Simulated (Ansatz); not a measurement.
A run on `C[CH](C)[Sn][NH2]` with other settings.

```yaml
crystal:
  periodic: [false, false, false]
  atoms:
    - {symbol: C, position_ang: [-0.747610, 0.024614, 1.312705]}
    - {symbol: C, position_ang: [0.089743, -0.763551, 0.355217]}
    - {symbol: C, position_ang: [1.459788, -0.267682, 0.117145]}
    - {symbol: Sn, position_ang: [-0.950646, -1.172605, -1.512493]}
    - {symbol: N, position_ang: [-0.975773, 0.822262, -1.998313]}
    - {symbol: H, position_ang: [-0.874162, 1.041086, 0.954586]}
    - {symbol: H, position_ang: [-1.741394, -0.418937, 1.583340]}
    - {symbol: H, position_ang: [-0.191730, 0.118871, 2.361859]}
    - {symbol: H, position_ang: [0.201921, -1.793638, 0.862394]}
    - {symbol: H, position_ang: [2.005817, -0.135022, 1.065832]}
    - {symbol: H, position_ang: [2.088492, -0.895551, -0.496900]}
    - {symbol: H, position_ang: [1.446730, 0.742864, -0.292204]}
    - {symbol: H, position_ang: [-1.392155, 1.187765, -2.854195]}
    - {symbol: H, position_ang: [-0.628938, 1.596994, -1.391046]}
basis:
  gaussian: {orbitals: def2-TZVPD}
hamiltonian: {xc: {name: r2SCANh}}
```

```sh
$ ansatz run in.yaml --threads 4 --pin off --events-out ev --progress --plain --max-ram 11315MiB
```

It prints (some lines left out):

```
Functional definition: r2SCANh
1569 factors; their error is unknown
mean field evaluation 1: about -10558.3883 eV, gradient 9.8e1 eV
mean field evaluation 2: about -10476.0168 eV, gradient 1.8e2 eV
mean field evaluation 4: about -10579.0817 eV, gradient 1.9e1 eV
mean field evaluation 8: about -10579.8783 eV, gradient 1.1e-1 eV
mean field evaluation 16: about -10579.8715 eV, gradient 7.4e-4 eV
mean field -10579.87147374 eV, -388.8031053656 hartree, gradient 3.2e-5 eV, S^2 0.000000; 0 other end points of the search recorded, 0 dependent functions left out
reference -10579.87149069 eV, -388.8031059884 hartree; 28, 28 occupied and 257, 257 virtual orbitals, 1569 factors
Total energy: -10579.87149069 eV, -388.8031059884 hartree
```

It took 9 s on 4 threads of an Arm Neoverse V2 on a shared host, with 0.69 GiB of host memory at the peak.
